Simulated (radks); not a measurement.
Excited configurations of neutral arsenic: one electron is placed in a higher orbital outside [Ar] 3d10 4s2 4p2. The ground configuration is [Ar] 3d10 4s2 4p3. Method: scalar-relativistic Kohn-Sham, PBE, spin-polarised, spherical densities, point nucleus; open shells are filled with parallel spins first; computed with a radial shooting solver on a logarithmic mesh with Libxc functionals. Excitation = E - E(ground); binding = E(ion) - E, where the ion is the core of charge +1; n* = 1/sqrt(2 binding) in atomic units, and the quantum defect is n - n*.

| outer orbital | excitation (eV) | binding (eV) | n* | quantum defect | eigenvalue (eV) | <r> (bohr) |
|---|---|---|---|---|---|---|
| 4d | 7.891 | 2.009 | 2.603 | 1.397 | -0.705 | 7.685 |
| 5d | 8.612 | 1.288 | 3.251 | 1.749 | -0.712 | 14.70 |
| 6d | 9.069 | 0.831 | 4.047 | 1.953 | -0.519 | 24.95 |
| 7p | 9.041 | 0.858 | 3.981 | 3.019 | -0.561 | 26.05 |

Estimate the row for 7d.

Answer. excitation (eV) 9.321; binding (eV) 0.579; n* 4.848; quantum defect 2.152; eigenvalue (eV) -0.385; <r> (bohr) 37.84. The Delta-SCF ionisation energy is 9.900 eV (NIST Atomic Spectra Database: 9.789 eV, measured). Self-interaction in the functional shifts the binding energies and quantum defects, so they are the method's values and not measured ones. Open shells are spherical and high-spin; term and fine-structure splittings are not resolved.
